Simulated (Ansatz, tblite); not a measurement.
Removing and adding an electron: (HCd-mu-OH)2 (Cd₂O₂H₄). The state is a singlet with charge 0. Geometry: B3LYP-D4/def2-SVP. Ansatz, gas phase; energy differences of separate SCF runs; the oxidised species was run as a doublet alone; the reduced species was run as a doublet alone.

```csv
atom,x (Å),y (Å),z (Å)
Cd1,-1.3677,-0.6146,0.8380
H2,-2.6991,-1.2112,1.6515
O3,-0.5706,1.1772,-0.0686
Cd4,1.3681,0.6146,-0.8373
H5,2.6986,1.2109,-1.6526
O6,0.5709,-1.1769,0.0693
H7,-0.9905,2.0422,-0.1197
H8,0.9903,-2.0423,0.1193
```

In the def2 sets Cd takes a core potential; there is no spin–orbit coupling. The xTB rows come from tblite. HOMO above LUMO, or a gap near zero within one spin, warns that the state may not be the lowest or that an electron is smeared out.

| level | −HOMO (eV) | vertical IE (eV) | −LUMO (eV) | vertical EA (eV) | HOMO–LUMO gap (eV) | IE − EA (eV) | remarks |
| --- | --- | --- | --- | --- | --- | --- | --- |
| GFN1-xTB | 10.63 | 13.28 | 5.30 | 3.13 | 5.33 | 10.15 | – |
| GFN2-xTB | 10.87 | 13.68 | 5.45 | 2.72 | 5.42 | 10.96 | – |
| PBE-D4/def2-TZVP | 6.49 | 9.16 | 1.58 | – | 4.92 | – | gap within one spin near zero (+1 doublet) |
| PBE-D4/def2-TZVPD | 6.60 | – | 1.73 | -0.14 | 4.88 | – | HOMO above zero (-1 doublet) |
| r2SCAN-D4/def2-TZVP | 6.85 | 9.32 | 1.21 | – | 5.64 | – | – |
| r2SCAN-D4/def2-TZVPD | 6.89 | – | 1.34 | -0.32 | 5.55 | – | HOMO above zero (-1 doublet) |
| PBE0-D4/def2-TZVP | 7.74 | 9.57 | 0.70 | – | 7.05 | – | – |
| PBE0-D4/def2-TZVPD | 7.78 | – | 0.89 | -0.39 | 6.89 | – | HOMO above zero (-1 doublet) |

   A HOMO above zero means that the electron is unbound at that level or that self-interaction error raises the level; the energy of removing that electron tells which. Raw xTB energy differences between charge states are shifted by several eV; the methods need an empirical correction for them. A negative affinity means that the extra electron isn't bound; its size then hangs on the basis.
